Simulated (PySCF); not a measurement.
# Ionisation energy of Sc+ by level of theory

Sc+ [Ar] 3d1 4s1 (3D) → Sc(2+) [Ar] 3d1 (2D), as a difference of total energies. Calculation: PySCF 2.14, in 6-31G* (5s4p2d1f, 34 functions); no relativity, point nucleus. Correlated levels: valence: [Ar] frozen. The calculations carry no spin-orbit coupling.

```
           method  ionisation energy (eV)
              UHF                  12.159
             TPSS                  12.686
            B3LYP                  12.989
    MP2 (valence)                  12.197
SCS-MP2 (valence)                  12.172
```

Problem. How much does correlation contribute at MP2 (valence)?

Solution. 12.197 − (12.159) = 0.038 eV, measured against UHF.

These non-relativistic numbers lack the scalar-relativistic shift.

The reference lies between the lowest fine-structure levels, while these numbers refer to the centres of the terms.

Errors of the correlated levels include the incompleteness of this basis and the frozen core.

For comparison: 12.800 eV (measured; NIST Atomic Spectra Database, ionization energies).
